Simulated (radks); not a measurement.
Correlation energies from several functionals, in hartree. Species: Se+ [Ar] 3d10 4s2 4p3; Eu+ [Xe] 4f7 6s1; Sn3+ [Kr] 4d10 5s1; Sc3+ [Ar]. Method: non-relativistic Kohn-Sham, exchange-only B88, spin-polarised, spherical densities, point nucleus; computed with a radial shooting solver on a logarithmic mesh with Libxc functionals. Every spin shell is full or empty, so the densities are truly spherical. Functionals are evaluated on that one density, not self-consistently.

functional      Se+      Eu+     Sn3+      Sc3+
PW92        -2.9839  -6.1333  -4.6196   -1.5504
VWN5        -2.9983  -6.1597  -4.6401   -1.5577
Wigner      -1.6812  -3.2307  -2.5169  -0.95254
PBE         -1.5843  -3.4974  -2.5662  -0.75313
PBEsol      -1.8147  -3.9404  -2.9012  -0.87369
LYP         -1.5817  -3.2175  -2.4344  -0.80267
P86         -1.8024  -3.9516  -2.9031  -0.86015
PW91        -1.7222  -3.7699  -2.7759  -0.82797
AM05        -2.7566  -5.7451  -4.3070   -1.4123
OP (B88)    -1.5208  -3.1333  -2.3721  -0.78395
TPSS        -1.5873  -3.4971  -2.5666  -0.75759
revTPSS     -1.6116  -3.5328  -2.5944  -0.77284
SCAN        -1.5927  -3.5381  -2.5526  -0.73735
B95         -1.9020  -4.3180  -3.1431  -0.90541
Tao-Mo      -1.5126  -3.4016  -2.4804  -0.69914
